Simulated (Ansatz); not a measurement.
A run on BH₂O₂Te (`OB(O)[Te]`) radical with other settings.

```yaml
crystal:
  periodic: [false, false, false]
  atoms:
    - {symbol: O, position_ang: [0.113016, 1.057801, 0.016699]}
    - {symbol: B, position_ang: [-0.049987, -0.180773, -0.074799]}
    - {symbol: O, position_ang: [0.422651, -0.932524, 0.797619]}
    - {symbol: Te, position_ang: [-1.052533, -1.054185, -1.580754]}
    - {symbol: H, position_ang: [-0.245743, 1.534826, -0.632243]}
    - {symbol: H, position_ang: [0.851235, -0.484116, 1.430973]}
basis:
  gaussian: {orbitals: def2-SVP, point_charges: [{charge: 0.50, position_ang: [5.277, 0.172, -0.376]}]}
total_charge: -1
hamiltonian: {xc: {name: PBE0-DH}}
```

```sh
$ ansatz run in.yaml --threads 4 --pin off --events-out ev --progress --plain --max-ram 10444MiB
```

Shortened log:

```
Functional definition: PBE0-DH
  name "PBE0-DH"
  cite "Brémond & Adamo, J. Chem. Phys. 135, 024106 (2011) doi:10.1063/1.3604569"
  cite "Perdew, Burke & Ernzerhof, Phys. Rev. Lett. 77, 3865 (1996) doi:10.1103/PhysRevLett.77.3865"
  parameter a = 1/2
  parameter c = 1/8
  exchange = (1 - a)*pbe_x + a*exact_x
  correlation = (1 - c)*pbe_c + c*(mp2_os + mp2_ss)
833 factors; integrals over basis functions are off by at most 1.1e-3 eV
mean field evaluation 1: about -12084.1634 eV, gradient 2.6e1 eV
mean field evaluation 2: about -12084.4370 eV, gradient 2.7e1 eV
mean field evaluation 4: about -12086.0929 eV, gradient 2.2e0 eV
mean field evaluation 8: about -12086.1118 eV, gradient 1.8e-1 eV
mean field evaluation 16: about -12086.1118 eV, gradient 7.1e-5 eV
mean field -12086.11182545 eV, -444.1564173243 hartree, gradient 1.9e-6 eV, S^2 0.000000; 0 other end points of the search recorded, 0 dependent functions left out
7 core orbitals not correlated: weight in the atoms' cores, before any rotation towards them, 1.000 or more for the frozen orbitals, at most 0.000 for the correlated occupied ones
reference -12086.11183918 eV, -444.1564178290 hartree; 17, 17 occupied and 54, 54 virtual orbitals, 833 factors
second order -18.72231408 eV of doubles, -0.00000000 eV of singles
Total energy: -12088.45212844 eV, -444.2424218730 hartree
```

Run time 1 s (4 threads of an Arm Neoverse V2 on a shared host); peak host memory 0.14 GiB.
